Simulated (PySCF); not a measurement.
C3O3Os, SMILES [Os](<-[C-]#[O+])(<-[C-]#[O+])<-[C-]#[O+], multiplicity 1. Coordinates come from a PBE0-D3(BJ)/def2-SVP optimisation. The spin state was assumed, not searched. The def2 effective core potentials stand for the cores of Os; spin–orbit coupling is left out.

Computed equilibrium geometry at PBE0-D3(BJ)/def2-SVP (PySCF confirms it by a frequency run) as Cartesian coordinates in Å, and its point group:
point group Cs.
```xyz
7

Os     0.2461    -0.2609     0.0000
O     -0.8744    -0.4129     2.8467
C     -0.3238    -0.3547     1.8410
O     -0.8744    -0.4129    -2.8467
C     -0.3238    -0.3547    -1.8410
O     -0.1096     2.6839     0.0000
C      0.0086     1.5372     0.0000
```
